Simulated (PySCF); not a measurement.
**Iridium: a sound run and one with changed settings**

Sound run: Ir [Xe] 4f14 5d7 6s2, Ir⁺ [Xe] 4f14 5d7 6s1. Calculation: PySCF 2.14, in aug-cc-pVDZ-PP with ECP60MDF (5s5p4d2f, 54 functions); a scalar-relativistic core potential. In the sound run the correlated levels freeze 5s2 5p6 outside the core potential. The sound run starts from symmetry-adapted Hartree-Fock orbitals and uses a fine grid where one is needed.

A second run was set up differently.

| species | method | sound run (hartree) | changed run (hartree) | converged |
| --- | --- | --- | --- | --- |
| Ir | MP2 | -103.82728 | -104.00110 | yes |
| Ir⁺ | MP2 | -103.50977 | -103.67576 | yes |

Ionisation energy of Ir:

```tsv
method	sound run (eV)	changed run (eV)
UHF	7.077	7.077
MP2	8.640	8.853
SCS-MP2	8.790	8.896
```

Q: What was changed?
A. minimal basis
B. a valence shell is frozen
C. all electrons correlated in a valence basis
D. level shift left on

A: C. A valence basis has no tight correlating functions, so it recovers only part of the core correlation, and not evenly between atom and ion.
